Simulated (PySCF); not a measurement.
Species: C6H6NS (charge +1).
Numbering: `[CH:1]#[C:2][c:3]1[cH:4][n+:5]([CH3:6])[cH:7][s:8]1` (hydrogens: H9 on C1; H10 on C4; H11, H12, H13 on C6; H14 on C7)

Cartesian coordinates in Å at the PBE0-D3(BJ)/def2-SVP level; atoms count from 1:
```xyz
14
C6H6NS angstrom
C      3.7526    0.0825    0.1759
C      2.5492    0.1956    0.2658
C      1.1548    0.3410    0.3775
C      0.1631   -0.4692   -0.1134
N     -1.0963   -0.0142    0.1865
C     -2.3064   -0.7195   -0.2364
C     -1.1065    1.1117    0.8866
S      0.4390    1.6868    1.2243
H      4.8229   -0.0212    0.0937
H      0.2970   -1.3859   -0.6861
H     -2.3106   -1.7265    0.2013
H     -2.3215   -0.7871   -1.3322
H     -3.1863   -0.1659    0.1087
H     -2.0260    1.6047    1.2058
```

Level: wB97X-D/def2-SVPD in PySCF, non-relativistic, on one gas-phase PBE0-D3(BJ)/def2-SVP geometry that isn't relaxed in the solvent. The solvent is an IEF-PCM continuum (Bondi radii, 1.10 Å for H, scaled by 1.2), and excitations are vertical TDDFT with non-equilibrium linear response and a frozen core. Only the electrostatic response of the medium enters.

Gas-phase singlets (H = HOMO, L = LUMO):

```csv
state,E (eV),λ (nm),f,leading configurations
S1,4.665,266,0.186,H→L 93%
S2,4.920,252,0.000,"H-1→L 76%, H-1→L+1 21%"
S3,5.603,221,0.007,"H→L+1 61%, H-2→L 28%"
S4,5.716,217,0.000,"H→L+2 73%, H→L+3 17%"
S5,6.474,192,0.244,"H-2→L 62%, H→L+1 20%"
```

Give the list for chloroform (ε = 4.711), n² = 2.09.

```json
{"state": "S1", "E (eV)": "4.772", "λ (nm)": "260", "f": "0.271", "leading configurations": "H→L 94%", "change by rank (eV)": "+0.107"}
{"state": "S2", "E (eV)": "5.215", "λ (nm)": "238", "f": "0.000", "leading configurations": "H-1→L 77%, H-1→L+1 19%", "change by rank (eV)": "+0.295"}
{"state": "S3", "E (eV)": "5.660", "λ (nm)": "219", "f": "0.001", "leading configurations": "H→L+1 53%, H-2→L 38%", "change by rank (eV)": "+0.057"}
{"state": "S4", "E (eV)": "5.747", "λ (nm)": "216", "f": "0.000", "leading configurations": "H→L+2 73%, H→L+3 18%", "change by rank (eV)": "+0.031"}
{"state": "S5", "E (eV)": "6.460", "λ (nm)": "192", "f": "0.354", "leading configurations": "H-2→L 54%, H→L+1 29%", "change by rank (eV)": "-0.014"}
```

What are the lowest 5 singlets in dichloromethane (ε = 8.93)?

| state | E (eV) | λ (nm) | f | leading configurations | change by rank (eV) |
| --- | --- | --- | --- | --- | --- |
| S1 | 4.807 | 258 | 0.272 | H→L 94% | +0.142 |
| S2 | 5.271 | 235 | 0.000 | H-1→L 77%, H-1→L+1 18% | +0.351 |
| S3 | 5.676 | 218 | 0.000 | H→L+1 51%, H-2→L 40% | +0.073 |
| S4 | 5.750 | 216 | 0.000 | H→L+2 73%, H→L+3 17% | +0.034 |
| S5 | 6.479 | 191 | 0.350 | H-2→L 52%, H→L+1 31% | +0.005 |

The ground-state energy changes by -2.100 eV from gas to dichloromethane. By how much does the total energy of gas-phase S1 change?

E(S1) = E(S0) + excitation energy, so it changes by -2.100 + 0.142 = -1.958 eV: it is lowered less than the ground state, which is what a blue shift means. This is the vertical state, with the slow part of the continuum still set for S0.

How do the frontier levels move from gas to dichloromethane?

```json
{"orbital": "LUMO+2", "gas (eV)": "-2.92", "solvent (eV)": "0.65", "change (eV)": "+3.57", "Löwdin shares, gas": "S8 52 %, C3 16 %, C7 8 %, C2 6 %", "Löwdin shares, solvent": "S8 50 %, C3 14 %, C2 10 %, C1 10 %"}
{"orbital": "LUMO+1", "gas (eV)": "-3.61", "solvent (eV)": "0.08", "change (eV)": "+3.69", "Löwdin shares, gas": "C4 27 %, N5 17 %, C3 15 %, C1 9 %", "Löwdin shares, solvent": "C4 25 %, N5 19 %, C3 13 %, C7 10 %"}
{"orbital": "LUMO", "gas (eV)": "-4.94", "solvent (eV)": "-1.22", "change (eV)": "+3.72", "Löwdin shares, gas": "C7 29 %, S8 26 %, N5 14 %, C3 13 %", "Löwdin shares, solvent": "C7 27 %, S8 24 %, C3 13 %, N5 12 %"}
{"orbital": "HOMO", "gas (eV)": "-13.45", "solvent (eV)": "-10.01", "change (eV)": "+3.44", "Löwdin shares, gas": "C1 28 %, C2 25 %, C4 14 %, C3 12 %", "Löwdin shares, solvent": "C1 25 %, C2 21 %, C4 16 %, C3 15 %"}
{"orbital": "HOMO-1", "gas (eV)": "-14.38", "solvent (eV)": "-11.13", "change (eV)": "+3.25", "Löwdin shares, gas": "C2 43 %, C1 41 %, C3 6 %, S8 4 %", "Löwdin shares, solvent": "C2 42 %, C1 41 %, C3 6 %, S8 4 %"}
{"orbital": "HOMO-2", "gas (eV)": "-15.28", "solvent (eV)": "-11.56", "change (eV)": "+3.72", "Löwdin shares, gas": "S8 43 %, C7 12 %, C4 12 %, N5 11 %", "Löwdin shares, solvent": "S8 46 %, N5 13 %, C4 10 %, C7 10 %"}
{"orbital": "HOMO-3", "gas (eV)": "-16.27", "solvent (eV)": "-12.70", "change (eV)": "+3.57", "Löwdin shares, gas": "C3 22 %, C2 19 %, N5 16 %, C1 11 %", "Löwdin shares, solvent": "C2 22 %, C3 19 %, C1 14 %, N5 13 %"}
```

The HOMO–LUMO gap goes from 8.52 to 8.78 eV.

Cost: about 70 s of CPU time on one thread; the machine was shared, so the figure is rough. This is the whole response run at wB97X-D/def2-SVPD in dichloromethane, SCF included.

Note: wB97X-D ran without an empirical dispersion term, which enters the total energy and its gradient alone.
